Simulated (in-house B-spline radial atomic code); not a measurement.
**Be²⁺: 1s1 4f1 (an excited or competing configuration)**

All numbers are computed (Dirac-Hartree-Fock, average of configuration; Fermi nucleus of rms radius 2.519 fm) with an all-electron radial atomic-structure program (B-spline basis), not measured.

Effective charges: Z_r = [3n² - l(l+1)]/(2<r>) from the radius, Z_e = n√(-2ε) from the energy, and Slater's rules. Values are occupation-weighted means over j.

```csv
shell,electrons,ε (eV),<r> (bohr),Z_r,Z_e,Slater
1s,1,-212.64,0.3749,4.00,3.95,4.00
4f,1,-7.6533,6,3.00,3.00,3.00
```

The least bound orbital is 4f7/2 at -7.653 eV, and it is also the most diffuse (<r> = 6 bohr).

Spin-orbit splittings of the orbital energies (j = l + 1/2 above j = l - 1/2 when positive): 4f 7.642e-05 eV.

For the 1s electron the small component carries 0.0213 % of the norm, the zero-frequency Breit interaction raises the level by 1.809e-08 eV, self-energy by 0.005853 eV, and vacuum polarisation lowers it by 0.0002226 eV.
